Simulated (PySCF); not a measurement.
Sn(Cl)2 anion (Cl₂Sn), SMILES [Sn]([Cl])[Cl] (connectivity only; charge and spin as stated), charge -1, multiplicity 2. Atoms are numbered in the order given.

```xyz
3

Sn     0.0000     0.0000     0.6667
Cl     0.0000    -1.9788    -0.9805
Cl     0.0000     1.9788    -0.9805
```
Charge -1, spin multiplicity 2.

Geometry optimised at PBE-D3(BJ)/def2-SVPD. The multiplicity is an assumed one; other spin states were not compared. The isomer is the one that the SMILES or the coordinates give; other isomers of the formula were not compared. The def2 effective core potentials stand for the cores of Sn; spin–orbit coupling is left out.

Computed with PBE/def2-TZVPD run with PySCF.

Mulliken values depend strongly on the basis, most of all with diffuse functions as here. ESP charges are fitted to the potential on shells at 1.4 to 2.0 van der Waals radii. Atomic charges (e):

| atom | ESP fit | Mulliken | Mulliken spin |
|---|---|---|---|
| Sn1 | ? | 0.10 | 1.01 |
| Cl2 | ? | -0.55 | 0.00 |
| Cl3 | ? | -0.55 | 0.00 |

Fill in the missing entries. (The exact figures need the calculation; the answer reports its results.)


- Sn1, ESP fit: -0.19
- Cl2, ESP fit: -0.40
- Cl3, ESP fit: -0.40
